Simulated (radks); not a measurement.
Problem. Valence configurations of the ytterbium ion Yb+ (all share [Xe]). Calculated with a radial shooting solver on a logarithmic mesh with Libxc functionals: scalar-relativistic Kohn-Sham, PBE, spin-polarised, spherical densities, finite nucleus; open shells are filled with parallel spins first (spin-orbit coupling, left out, can overturn this in heavy ions); Fermi nuclear charge, rms radius 5.3108 fm. Order these by energy: 4f12 5d1 6s2; 4f13.5 5d0.5 6s1; 4f11 5d2 6s2; 4f14 6p1; 4f12 5d1 6s1 6p1; 4f13 6s1 6p1; 4f14 6s1; 4f14 5d1; 4f13 6s2; 4f13 5d1 6s1.

Solution. From the lowest, in eV above it: 4f14 6s1 0.000; 4f13.5 5d0.5 6s1 2.006; 4f14 5d1 2.977; 4f14 6p1 3.808; 4f13 6s2 3.881; 4f13 5d1 6s1 5.083; 4f13 6s1 6p1 7.646; 4f12 5d1 6s2 15.072; 4f12 5d1 6s1 6p1 18.763; 4f11 5d2 6s2 31.563. NIST lists [Xe] 4f14 6s1 as the ground configuration; this level of theory agrees among the configurations tried. The energies are those of spherical high-spin densities, not of single terms.
